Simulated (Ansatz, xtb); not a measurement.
## C4H8GeS: 10 structures ranked

10 gas-phase structures of C4H8GeS, from a drawn sample of its isomers (lower ones may exist). Each was relaxed with GFN2-xTB:

A. `C=[C]([GeH3])/C=C\S`, a singlet
B. `C=C/C=[C](\S)[GeH3]`, a singlet
C. `C=[C]([GeH3])/C=C/S`, a singlet
D. `S/C=C/C=[CH]/[GeH3]`, a singlet
E. `C=C/[C]([GeH3])=C/S`, a singlet
F. `C=C/C=[C](/S)[GeH3]`, a singlet
G. `S/C=C\C=[CH]\[GeH3]`, a singlet
H. `C=C/[C]([GeH3])=C\S`, a singlet
I. `S/C=C\C=[CH]/[GeH3]`, a singlet
J. `S/C=C/C=[CH]\[GeH3]`, a singlet

**Question.** Make a reasoned guess at their ranking by r2SCAN-D4/def2-SVP single-point energy.

**Answer.** Calculated order at r2SCAN-D4/def2-SVP: D (0.0), B (0.0), G (0.1), F (1.1), J (1.2), I (1.2), H (1.5), C (2.0), E (3.1), A (5.2) kcal/mol. Less than 1 kcal/mol parts D and B; B and G; G and F; F and J; J and I; I and H; H and C, so the order within those pairs means little. CCSD(T)/def2-SVP + ΔMP2/def2-TZVPP after further relaxation puts B lowest instead.

Energies above the lowest of each column, in kcal/mol; the last columns are at PBE0-D3(BJ)/def2-SVP geometries and were run for some of them only (a dash: not run or not comparable):

```tsv
structure	GFN2-xTB	HF/STO-3G	r2SCAN-D4/def2-SVP	PBE0-D3(BJ)/def2-SVP	CCSD(T)/def2-SVP + ΔMP2/def2-TZVPP
D	0.3	0.0	0.0	0.3	1.2
B	0.0	3.3	0.0	0.0	0.0
G	0.7	0.6	0.1	0.3	1.2
F	0.1	4.7	1.1	1.4	1.2
J	0.5	1.7	1.2	1.4	2.2
I	0.9	2.3	1.2	1.4	2.2
H	0.6	5.4	1.5	–	–
C	1.6	3.8	2.0	–	–
E	1.3	6.3	3.1	–	–
A	2.5	8.3	5.2	–	–
```

CCSD(T)/def2-SVP + ΔMP2/def2-TZVPP puts B lowest of those it was run on; HF/STO-3G picks D. CCSD(T)/def2-SVP + ΔMP2/def2-TZVPP orders those it was run on as B (0.0), G (1.2), F (1.2), D (1.2), I (2.2), J (2.2) kcal/mol. Less than 1 kcal/mol parts G and F; F and D; D and I; I and J, so the order within those pairs means little. Flexible structures stand in one conformer each, not always the lowest. Frequencies (GFN2-xTB) were run for B, D, F, G, I, J alone. ΔMP2 is the change of the MP2 energy from the smaller to the larger basis.

Over these structures GFN2-xTB departs from r2SCAN-D4/def2-SVP by 0.7 kcal/mol on average once a common shift is removed. A GFN2-xTB relaxation took about 0.64 s and the r2SCAN-D4/def2-SVP energy about 6 s on a shared host (Ansatz 0.2.0, xtb 6.7.1).
